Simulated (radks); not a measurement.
Values are calculated unless marked as measured or tabulated.
Co2+, 25 electrons, occupied as [Ar] 3d7 (the NIST ground configuration). Level of theory: scalar-relativistic Kohn-Sham, PBEsol, spin-polarised, spherical densities, finite nucleus; open shells are filled with parallel spins first; Fermi nuclear charge, rms radius 3.7875 fm (a radial shooting solver on a logarithmic mesh with Libxc functionals). Some entries of the table are withheld. Estimate them.

| orbital | occ. | eigenvalue (eV) | <r> (bohr) | <1/r> (bohr^-1) |
|---|---|---|---|---|
| 1s down | 1 | -7604.381 | 0.05623 | 27.01 |
| 1s up | 1 | -7604.379 | 0.05623 | 27.01 |
| 2s up | 1 | -917.2150 | 0.2558 | 5.806 |
| 2s down | 1 | -915.6239 | 0.2555 | 5.813 |
| 2p up | 3 | -788.4539 | (1) | 5.700 |
| 2p down | 3 | -787.2492 | (2) | 5.706 |
| 3s up | 1 | -122.5069 | 0.7744 | (3) |
| 3s down | 1 | -119.1983 | 0.7764 | (4) |
| 3p up | 3 | -85.8823 | 0.8157 | 1.689 |
| 3p down | 3 | -82.6326 | 0.8193 | 1.681 |
| 3d up | 5 | -28.2772 | 1.007 | 1.323 |
| 3d down | 2 | -25.2590 | 1.041 | 1.295 |

Answer. 
(1) 2p up <r> (bohr): 0.2252
(2) 2p down <r> (bohr): 0.2249
(3) 3s up <1/r> (bohr^-1): 1.832
(4) 3s down <1/r> (bohr^-1): 1.826
